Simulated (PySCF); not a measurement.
Two species compared at the same levels of theory.

First species: C5H9N3.
InChI=1S/C5H9N3/c1-4-6-5(2)8(3)7-4/h1-3H3

Second species: C3H10N2Si.
Atom-mapped SMILES: `[NH2:1][C@H:2]1[CH2:3][NH:4][SiH2:5][CH2:6]1` (hydrogens: H7, H8 on N1; H9 on C2; H10, H11 on C3; H12 on N4; H13, H14 on Si5; H15, H16 on C6)

Structure used (GFN2-xTB), in Å, numbered top down from 1:
```xyz
16
C3H10N2Si angstrom
N     -2.058   -0.786   -0.116
C     -0.828   -0.161    0.336
C      0.302   -1.193    0.393
N      1.528   -0.448    0.577
Si     1.520    1.133   -0.086
C     -0.325    1.015   -0.515
H     -1.953   -1.106   -1.075
H     -2.819   -0.116   -0.098
H     -1.005    0.199    1.355
H      0.146   -1.888    1.221
H      0.310   -1.776   -0.539
H      2.341   -1.011    0.759
H      1.849    2.117    0.949
H      2.346    1.336   -1.283
H     -0.905    1.915   -0.315
H     -0.458    0.776   -1.573
```

Levels: B3LYP/def2-SVPD for HOMO energy, LUMO energy, HOMO–LUMO gap and static isotropic polarisability; TDDFT B3LYP/def2-SVPD for lowest singlet excitation; TDA B3LYP/def2-SVPD for lowest triplet excitation (Tamm–Dancoff). Geometries: GFN2-xTB. Each structure is a single optimised conformer of the isolated species, non-relativistic unless stated; the electronic structure was computed with PySCF and density fitting.

```csv
property,column X,column Y
HOMO energy,-6.36 eV,-6.80 eV
LUMO energy,0.23 eV,0.17 eV
HOMO–LUMO gap,6.59 eV,6.97 eV
lowest singlet excitation,5.54 eV,6.12 eV
lowest triplet excitation (Tamm–Dancoff),5.30 eV,4.74 eV
static isotropic polarisability,77.5 au,79.8 au
```

Q: Which column belongs to which species?

A: Column X is the second species and column Y the first. The first has 17 atoms and 60 electrons, the second 16 and 56.

Q: How does each property change from the first species to the second?

A: HOMO energy +0.44 eV; LUMO energy +0.06 eV; HOMO–LUMO gap -0.38 eV; lowest singlet excitation -0.58 eV; lowest triplet excitation (Tamm–Dancoff) +0.56 eV; static isotropic polarisability -2.3 au.

On the first: S1 lies 0.85 eV below the HOMO–LUMO gap; its leading configuration is HOMO→LUMO, weight 0.85. No computed singlet falls in the visible range (750 to 380 nm, 1.65 to 3.26 eV); S1 lies 2.86 eV above its blue end.

On the second: The principal polarisabilities are 67.3, 74.8 and 90.3 au; their mean is the isotropic value. The polarisability is 11.48 Å³ as a volume (1 au = 0.148185 Å³), or 1.38 au for each of the 56 electrons.
